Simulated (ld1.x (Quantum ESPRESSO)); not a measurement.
**Cutoff test, Ca (Z = 20), TM**

| Item | Value |
| --- | --- |
| Element | calcium (Ca) |
| Generator | ld1.x (Quantum ESPRESSO) 7.5 |
| Type | norm-conserving Troullier–Martins (Kleinman–Bylander form) |
| Functional | PBEsol |
| Relativity | scalar-relativistic |
| Frozen core | [Ar] |
| Valence charge | 2 |
| Reference configuration | 3d0 4s1 4p0 (charge +1) |
| Partial waves | 4p (bound, empty): rc 3.10 bohr; 3d (bound, empty): rc 2.55 bohr; 4s (bound): rc 3.00 bohr |
| Local potential | the s channel |
| Core correction | none |

The pseudo-atom Hamiltonian at the reference potential is diagonalised in spherical Bessel functions j_l(qr) that vanish at 20 bohr, with q² up to the cutoff. All-electron valence levels (Ry): 4p -0.4345, 3d -0.6130, 4s -0.6572.

Task: How do the lowest levels (Ry) of each channel move with the cutoff, and are there ghosts?

Result:

```csv
cutoff (Ry),p #1,p #2,d #1,d #2,s #1,f #1,Σ f·Δε (mRy)
8,-0.4335,-0.1431,-0.2523,-0.0855,-0.6563,-0.0713,1.0
10,-0.4342,-0.1432,-0.2666,-0.0926,-0.6569,-0.0713,0.4
12,-0.4344,-0.1432,-0.2983,-0.1075,-0.6572,-0.0713,0.1
400,-0.4345,-0.1433,-0.6130,-0.1696,-0.6573,-0.0713,0.0
```

Result: no extra level below or beside the all-electron valence levels (p, d, s, f tested); 10 mRy is reached at 6 Ry and 1 mRy at 8 Ry.

The cutoffs count occupied waves only; the empty 3d level needs 30 Ry at the loose tolerance. Its largest configuration-test error is +1484 meV.
